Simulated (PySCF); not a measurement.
Al(CF3)(H)(OH) (CH₂AlF₃O), SMILES [OH][AlH][C](F)(F)F. Atoms are numbered in the order given.

```xyz
8

Al    -0.4597     0.8504     0.9013
C     -0.0595    -0.6186    -0.4235
F     -1.0950    -1.4955    -0.5474
F      1.0235    -1.3616    -0.0663
F      0.1923    -0.1519    -1.6754
H     -1.7962     0.8817     1.7326
O      0.7775     2.0077     1.0152
H      0.8228     2.7929     1.5716
```

The structure is a stationary point at TPSSh-D3(BJ)/def2-SVP. The structure was generated by enumeration; whether it is a known compound was not checked. One conformer was computed; it need not be the lowest.

Level of theory: PBE/pcSseg-1 (PySCF).

GIAO shieldings, no solvent; atoms alike by connectivity are averaged. δ = σ(ref) − σ: ¹³C against TMS (σ = 182.0 ppm); ¹⁹F against CFCl3 (σ = 133.6 ppm); ¹H against TMS (σ = 31.49 ppm); ¹⁷O against H2O (σ = 334.3 ppm), references at their B3LYP-D3(BJ)/def2-TZVP geometries, non-relativistic.

```json
[
 {"nucleus": "¹³C", "atoms": "C2", "count": "1", "δ (ppm)": "146.5"},
 {"nucleus": "¹⁹F", "atoms": "F3, F4, F5", "count": "3", "δ (ppm)": "-81.2"},
 {"nucleus": "¹H", "atoms": "H6", "count": "1", "δ (ppm)": "5.01"},
 {"nucleus": "¹H", "atoms": "H8", "count": "1", "δ (ppm)": "4.03"},
 {"nucleus": "¹⁷O", "atoms": "O7", "count": "1", "δ (ppm)": "94.0"}
]
```
